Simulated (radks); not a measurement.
Values are calculated unless marked as measured or tabulated.
Spherical quantum dot in the effective-mass picture: electrons in a hard-walled sphere of radius 4.12, all in effective atomic units (hartree* = m*/eps^2 hartree, bohr* = eps/m* bohr), one dielectric constant everywhere. Level of theory: non-relativistic Kohn-Sham, exchange-only LDA, spin-polarised, spherical densities (a radial shooting solver with Libxc functionals). Levels are named by radial order and angular momentum (1s, 1p, 1d, 2s, ...), and open shells are averaged over m. Results are scaled to m* = 0.081 and eps = 5.3, for which hartree* = 78.47 meV and bohr* = 3.463 nm.

N = 14, configuration 1s2 1p6 1d(up 5, down 1). This is the lowest configuration that the search found. Occupied and some empty levels:

level,occupation,eigenvalue (meV),<r> (nm)
1s up,1,364.41,9.259
1s down,1,370.12,9.175
1p up,3,377.67,9.729
1p down,3,383.73,9.695
1d up,5,399.80,10.11
1d down,1,406.05,10.09
1f up,0,429.57,10.41
1f down,0,435.91,10.41
2s up,0,443.59,6.479
2s down,0,446.36,6.472
2p up,0,484.38,7.510
2p down,0,488.04,7.486

Energy (meV): total 3050.36, kinetic 900.38, external 0, Hartree 2485.1, exchange-correlation -335.11.

Electron density:

r (nm),n(r) (e/nm^3)
0.756,0.0001599
1.82,0.0002075
2.89,0.0003076
3.95,0.0004800
5.02,0.0007463
6.08,0.001115
7.15,0.001557
8.21,0.001986
9.28,0.002238
10.3,0.002120
11.4,0.001557
12.5,0.0007465
13.5,0.0001285
